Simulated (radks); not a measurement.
Results of a calculation; reference values are marked as such.
Xe III, configuration [Kr] 4d10 5s2 5p4.

Level of theory: Dirac Kohn-Sham, Slater X-alpha with alpha = 0.954, spin-unpolarised, spherical densities, finite nucleus; open shells are shared between the two j in proportion to 2j + 1; Fermi nuclear charge, rms radius 4.7859 fm (a radial shooting solver on a logarithmic mesh with Libxc functionals).

Energy parts (Ry):
| part | energy |
|---|---|
| total | -15027.21588 |
| kinetic | 15968.75323 |
| electron-nucleus | -36352.80660 |
| Hartree | 5863.38670 |
| exchange | -506.54921 |

Orbitals (lengths in bohr, moments of r in powers of bohr):
| orbital | occ. | eigenvalue (Ry) | <r> | small-component weight |
|---|---|---|---|---|
| 1s1/2 | 2 | -2538.927 | 0.02662 | 3.97e-02 |
| 2s1/2 | 2 | -398.9758 | 0.1138 | 8.55e-03 |
| 2p1/2 | 2 | -375.8965 | 0.09578 | 8.60e-03 |
| 2p3/2 | 4 | -351.7224 | 0.1016 | 8.15e-03 |
| 3s1/2 | 2 | -83.78066 | 0.3043 | 2.57e-03 |
| 3p1/2 | 2 | -74.03312 | 0.2940 | 2.52e-03 |
| 3p3/2 | 4 | -69.40366 | 0.3055 | 2.39e-03 |
| 3d3/2 | 4 | -52.08287 | 0.2759 | 2.28e-03 |
| 3d5/2 | 6 | -51.09408 | 0.2795 | 2.24e-03 |
| 4s1/2 | 2 | -16.80459 | 0.7093 | 7.57e-04 |
| 4p1/2 | 2 | -13.30248 | 0.7358 | 6.95e-04 |
| 4p3/2 | 4 | -12.36437 | 0.7631 | 6.56e-04 |
| 4d3/2 | 4 | -6.63109 | 0.8485 | 5.18e-04 |
| 4d5/2 | 6 | -6.47548 | 0.8588 | 5.08e-04 |
| 5s1/2 | 2 | -3.15315 | 1.734 | 1.56e-04 |
| 5p1/2 | 1.33333 | -2.25937 | 1.956 | 1.23e-04 |
| 5p3/2 | 2.66667 | -2.13205 | 2.029 | 1.15e-04 |

The highest occupied level is 5p3/2 at -29.008 eV. For comparison, the ionisation energy in NIST's Atomic Spectra Database is 31.05 eV (semi-empirical). In exact Kohn-Sham theory the highest level is minus the ionisation energy, but local and semilocal functionals leave it too shallow, through self-interaction and a potential that decays too fast; potentials with the right tail come closer. Summed over all electrons, <r^2> = 40.27 bohr^2, which gives a Langevin (diamagnetic) susceptibility term of -31.9 x 10^-6 cm^3/mol.

Beside tabulated values, note that spin-unpolarised runs miss the spin-polarisation part of the exchange energy of open shells.
